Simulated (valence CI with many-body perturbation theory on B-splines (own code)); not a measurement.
**Tb⁴³⁺: what each term of the Hamiltonian does**

Computed by configuration interaction combined with many-body perturbation theory (CI+MBPT): four valence electrons over a frozen Dirac-Fock core [Ar], radial functions for each j: 9 s, 9 p, 10 d, 8 f, 5 g, 3 h, 1 i, with the one-electron correlation potential Σ1 (screened to all orders), the two-electron term Σ2, the three-electron term Σ3, Breit, model QED; selected single and double excitations, second order for the rest (own B-spline code, finite nucleus).

The last digits are not significant, and no measured levels were compared; by estimate large intervals hold to a few tenths of a per cent, small ones and those within an open d or f shell to about a per cent. Only levels of the ground parity were solved; by the run's estimate the other parity begins above the list, which can be wrong where configurations are misplaced.

Each rung adds one term. CI alone is the Dirac-Coulomb CI over the frozen core; QED comes last and gives the full result, which names the levels. Energies are above (3d3/2^4) J=0 on the same rung, in cm⁻¹.

Levels are named by their leading jj configuration (3d3/2^4 stands for four electrons in 3d with j = 3/2), which in mixed levels can hold well under half, so a name can repeat and another be missing. Letters in brackets count levels of one name in rising energy.

```
                    Level  CI alone     Σ1      Σ2     Σ3   Breit    QED     Full
      (3d3/2^3 3d5/2) J=1    256686  +1472   +3496  +1120   -8598   +875   255053
      (3d3/2^3 3d5/2) J=4    350071  +1534   +3608   -269  -16860   +880   338964
      (3d3/2^3 3d5/2) J=2    353712  +1686   +1831  +1145  -12832   +975   346517
      (3d3/2^3 3d5/2) J=3    382117  +1661   +1581   +437  -13485   +950   373262
(3d3/2^2 3d5/2^2) J=0 [a]    577599  +2950   +4413   -111  -15496  +1729   571084
(3d3/2^2 3d5/2^2) J=2 [a]    592859  +2836   +3417  +1757  -16940  +1652   585581
(3d3/2^2 3d5/2^2) J=4 [a]    602124  +3002   +6776   +867  -23954  +1755   590569
(3d3/2^2 3d5/2^2) J=3 [a]    614913  +2979   +4584   +920  -20245  +1732   604883
    (3d3/2^2 3d5/2^2) J=5    649211  +3004   +6903   +522  -27754  +1736   633622
    (3d3/2^2 3d5/2^2) J=6    674084  +3031   +8284   +157  -33310  +1744   653991
    (3d3/2^2 3d5/2^2) J=1    670929  +3079   +1405  +1303  -18872  +1775   659618
(3d3/2^2 3d5/2^2) J=4 [b]    707765  +3074   +3512   -621  -26673  +1758   688816
(3d3/2^2 3d5/2^2) J=3 [b]    707375  +3003    +639   +528  -22467  +1714   690793
(3d3/2^2 3d5/2^2) J=2 [b]    716585  +3080     -76  +1303  -22414  +1760   700238
(3d3/2^2 3d5/2^2) J=2 [c]    796966  +3156    -441   +949  -18719  +1777   783688
(3d3/2^2 3d5/2^2) J=4 [c]    832648  +3307    +137  +1359  -23779  +1865   815537
(3d3/2^2 3d5/2^2) J=2 [d]    913708  +3327   -4546  +1308  -19328  +1847   896316
  (3d3/2 3d5/2^3) J=4 [a]    933983  +4308   +6398   +206  -29368  +2498   918025
  (3d3/2 3d5/2^3) J=3 [a]    936001  +4436   +5774   +532  -27294  +2578   922027
  (3d3/2 3d5/2^3) J=1 [a]    971228  +4449   +2940    -13  -24591  +2574   956586
      (3d3/2 3d5/2^3) J=5    980738  +4529   +7438   +315  -36147  +2622   959495
      (3d3/2 3d5/2^3) J=6    988726  +4524  +10103   +246  -40041  +2614   966172
(3d3/2^2 3d5/2^2) J=0 [b]    985654  +3794   -2994   +985  -20256  +2150   969333
  (3d3/2 3d5/2^3) J=2 [a]   1036270  +4509   +1507  +1519  -28077  +2584  1018320
  (3d3/2 3d5/2^3) J=3 [b]   1053720  +4536   +1611   +228  -30836  +2596  1031850
      (3d3/2 3d5/2^3) J=0   1132850  +4299   -5916  -2850  -23594  +2382  1107170
  (3d3/2 3d5/2^3) J=3 [c]   1151050  +4636    -492  +1013  -28248  +2621  1130580
  (3d3/2 3d5/2^3) J=1 [b]   1152250  +4611   -3008  +1663  -23512  +2605  1134610
  (3d3/2 3d5/2^3) J=4 [b]   1161480  +4619    +950   +764  -31202  +2605  1139210
  (3d3/2 3d5/2^3) J=2 [b]   1190250  +4652   -3858  +1309  -27526  +2615  1167450
            (3d5/2^4) J=4   1312220  +5981   +7199   -338  -37933  +3461  1290590
```

The middle columns are the shifts that each term adds.

Task: How does the ionisation energy move along the ladder, and which term matters most?

Result: CI alone 3450.2, + Σ1 3452.7, + Σ2 3461.2, + Σ3 3461.4, + Breit 3458.5, + QED 3458.7 eV. The largest step is Σ2, 8.5 eV. NIST lists 3458 ± 4 eV (theoretical).
